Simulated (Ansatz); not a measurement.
Start from `[O]=[Mo](=[O])([F])[F]` and change one element to get `[O]=[W](=[O])([F])[F]`.

Ansatz, PBE0-D4/def2-TZVP geometries, multiplicity 1. 

Elements past krypton have def2 core potentials.

| property | `[O]=[Mo](=[O])([F])[F]` |
| --- | --- |
| LUMO energy (PBE/def2-TZVPP) / eV | -3.92 |
| HOMO energy (B3LYP/def2-TZVPP) / eV | -9.83 |
| HOMO energy (PBE0/def2-TZVPP) / eV | -10.08 |
| HOMO energy (ωB97M-V/def2-TZVPP) / eV | -12.45 |
| ideal-gas entropy at 298 K and 1 bar (rigid rotor, harmonic PBE0-D4/def2-TZVP) / J/(mol·K) | 315 |
| HOMO–LUMO gap (B3LYP/def2-TZVPP) / eV | 6.33 |

What does the change do to each property? (Best estimate.)

Computed: 
```tsv
property	`[O]=[W](=[O])([F])[F]`	shift
LUMO energy (PBE/def2-TZVPP) / eV	-3.32	0.60
HOMO energy (B3LYP/def2-TZVPP) / eV	-9.54	0.29
HOMO energy (PBE0/def2-TZVPP) / eV	-9.79	0.29
HOMO energy (ωB97M-V/def2-TZVPP) / eV	-12.14	0.31
ideal-gas entropy at 298 K and 1 bar (rigid rotor, harmonic PBE0-D4/def2-TZVP) / J/(mol·K)	322	7
HOMO–LUMO gap (B3LYP/def2-TZVPP) / eV	6.69	0.36
```

With PBE0 the HOMO rises by 0.29 eV and the LUMO rises by 0.67 eV, so the gap widens by about 0.38 eV. PBE moves the HOMO by 0.25 eV and ωB97M-V by 0.31 eV.

B3LYP here is the variant with VWN-RPA as its local correlation; programs differ in this.
